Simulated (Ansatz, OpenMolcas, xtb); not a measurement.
**SbH3 (stibine): methods side by side**

The species is SbH3 (4 atoms), meant as a singlet with charge 0. As SMILES, `[SbH3]`. The coordinates come from a PBE0-D4/def2-TZVP relaxation.

```xyz
4

Sb    0.4563   -0.3098   -0.4645
H     0.8439    0.0722    1.1539
H    -1.0391   -0.9844    0.0089
H    -0.2610    1.2219   -0.6983
```

Quantity: the energy change with the Sb1–H3 bond stretched from 1.707 to 2.561 Å, in eV. The values are calculated.

| level | kind | program | value (eV) | less CCSD(T)/def2-TZVPP | CPU time (all runs) |
| --- | --- | --- | --- | --- | --- |
| GFN1-xTB | semi-empirical | xtb | 2.07 | +0.27 | under 2 s |
| HF/def2-TZVPP (core potential) (unrestricted) | Hartree–Fock | OpenMolcas | 1.72 | -0.08 | 12 s |
| SVWN5/def2-TZVPP (core potential) (restricted) | LDA | OpenMolcas | 1.78 | -0.02 | 30 s |
| BLYP/def2-TZVPP (core potential) (restricted) | GGA | OpenMolcas | 1.61 | -0.19 | 36 s |
| r2SCAN/def2-TZVPP (core potential) (restricted) | meta-GGA | OpenMolcas | 1.86 | +0.06 | 46 s |
| PBE0/def2-TZVPP (core potential) (restricted) | global hybrid | OpenMolcas | 1.92 | +0.12 | 29 s |
| B2PLYP/def2-TZVPP (core potential) (restricted) | double hybrid | OpenMolcas | 1.93 | +0.13 | 29 s |
| MP2/def2-TZVPP (core potential) (restricted) | perturbation theory | OpenMolcas | 2.14 | +0.34 | 14 s |
| CCSD(T)/def2-TZVPP (core potential) (restricted) | coupled cluster or CI | OpenMolcas | 1.80 | 0.00 | 99 s |
| FCI/STO-3G | exact in the basis | Ansatz | 2.58 | +0.78 | 1 s |

CCSD(T)/def2-TZVPP (core potential) (restricted) is the highest level here, not the true value. All-electron rows without a relativistic Hamiltonian named are non-relativistic, while core potentials hold scalar relativity, so basis and relativity change together. The first shape isn't each level's own minimum. The values span 1.61 to 2.58 eV. Spin contamination of the reference (⟨S²⟩ at least 0.1 too high) touches HF/def2-TZVPP. High-level rows in very small sets aren't better than simpler rows in larger ones. In the correlated wave-function rows the outer d shell of Sb is correlated, in sets not made for it. CPU times are rough (shared hosts, several kinds of processor): they show what a rung costs within a factor of a few.
